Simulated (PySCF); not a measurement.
SiHMe2(pyrrolidide), C6H15NSi.
Bonds: Si1–C3, Si1–C7, Si1–N11, N11–C12, N11–C15, C12–C13, C13–C14, C14–C15. Hydrogens: H2 on Si1; H4, H5, H6 on C3; H8, H9, H10 on C7; H16, H17 on C12; H18, H19 on C13; H20, H21 on C14; H22, H23 on C15.

The closed-shell ground state was solved at several levels (PySCF, density fitting, gas phase, non-relativistic). Geometry: PBE0-D3(BJ)/def2-SVP, one conformer, isolated molecule.

```
         level  basis functions  HOMO (eV)  LUMO (eV)  gap (eV)  dipole (D)
 PBE0/pcSseg-1              218      -5.88       1.28      7.16        0.89
B3LYP/pcSseg-1              218      -5.67       0.96      6.63        0.88
```

**Question.** Estimate the row for B3LYP/def2-SVPD, a basis of 284 functions; the other rows only guide the guess.

**Answer.** HOMO -5.71 eV, LUMO 0.35 eV, gap 6.06 eV, dipole 0.86 D.

**Question.** Over all these levels, which gives the widest orbital gap and which the narrowest?

**Answer.** PBE0/pcSseg-1 (global hybrid, 25 % exact exchange) has the widest, 7.16 eV, and B3LYP/def2-SVPD (global hybrid, 20 % exact exchange) the narrowest, 6.06 eV. Functional and basis both differ between the two, so the spread mixes both effects.

**Question.** How far do the dipole and the HOMO energy spread over the levels?

**Answer.** The dipole runs from 0.86 to 0.89 D (mean 0.88 D) and the HOMO from -5.88 to -5.67 eV.
